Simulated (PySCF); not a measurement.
SeBrI, SMILES Br[Se]I.

Geometry: B3LYP-D3(BJ)/def2-SVP. The def2 effective core potentials stand for the cores of I; spin–orbit coupling is left out.

Computed with HF/def2-TZVPD (PySCF).

The total energy comes out as -5268.94142 hartree, the point group is Cs and the highest occupied level is -9.43 eV. The lowest empty level is -0.34 eV and the orbital gap comes out as 9.09 eV. The dipole moment comes out as 0.77 D and the quadrupole, principal values (traceless, Buckingham form, about the centre of nuclear charge) comes out as -4.89, 0.83, 4.06 D·Å. The mean static polarisability is 89.0 bohr³ (13.19 Å³). The polarisability, principal values is 62.1, 79.6, 125.2 bohr³.
